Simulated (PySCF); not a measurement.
PySCF input file for Si(OSiH3)(H)(F)(NHSiH3) (FH8NOSi3), SMILES F[SiH](N[SiH3])O[SiH3], SMD-ωB97X/6-31G*. Geometry optimised at B3LYP-D3(BJ)/def2-SVP. Other conformers were not sampled.

```python
import numpy as np
from pyscf import gto, scf, dft
from pyscf.solvent import smd

mol = gto.M(
    atom='''
    Si    0.13618689   -0.96009015    0.52335673
    F     0.07826346   -0.11060862    1.90916517
    N    -1.23531221   -0.39366352   -0.34602457
    Si   -2.38632908    0.82724306    0.17857947
    O     1.54480599   -0.63296128   -0.26296267
    Si    2.11985123    0.54775144   -1.29786596
    H     0.13700067   -2.39753047    0.84895472
    H    -1.41835485   -0.80518412   -1.25808769
    H    -3.38335107    0.96308794   -0.92126699
    H    -1.72945418    2.14414609    0.40961342
    H    -3.08818281    0.43002521    1.43136265
    H     1.74878460    1.90350607   -0.80412242
    H     3.59865277    0.41897906   -1.36147755
    H     1.54334468    0.34912212   -2.65857254
    ''',
    basis='6-31G*',
    charge=0,
    spin=0,
    max_memory=1600,
    verbose=3,
)
mf = dft.RKS(mol, xc='wb97x').density_fit(auxbasis='def2-universal-jkfit')
mf.grids.level = 3
mf.conv_tol = 1e-9
mf.max_cycle = 100
mf.kernel()
res = {}
for name in ['water', 'diethylether', 'N,N-dimethylformamide']:
    s = mf.SMD()
    s.with_solvent.solvent, s.with_solvent.sasa_ng = name, 194
    s.kernel(mf.make_rdm1())
    res[name] = (s.e_tot, s.with_solvent.get_cds(), s.dip_moment(), s.mo_energy, s.converged)
    print(f'SMD {name}: dG(solv) = {(s.e_tot - mf.e_tot) * 627.509474:.3f} kcal/mol, of which CDS {res[name][1] * 627.509474:.3f}')
```

Program output:

```
converged SCF energy = -1103.16293047511
converged SCF energy = -1103.16133026349
Dipole moment(X, Y, Z, Debye): -0.75858, -0.57436, -2.75226
SMD water: dG(solv) = 1.004 kcal/mol, of which CDS 5.096
converged SCF energy = -1103.16777954486
Dipole moment(X, Y, Z, Debye): -0.65139, -0.53551, -2.50350
SMD diethylether: dG(solv) = -3.043 kcal/mol, of which CDS -0.635
converged SCF energy = -1103.16703844198
Dipole moment(X, Y, Z, Debye): -0.70219, -0.61514, -2.71840
SMD N,N-dimethylformamide: dG(solv) = -2.578 kcal/mol, of which CDS 0.993
```

The calculation finished and met its thresholds.

Cost: about 3 core-minutes (a rough figure).
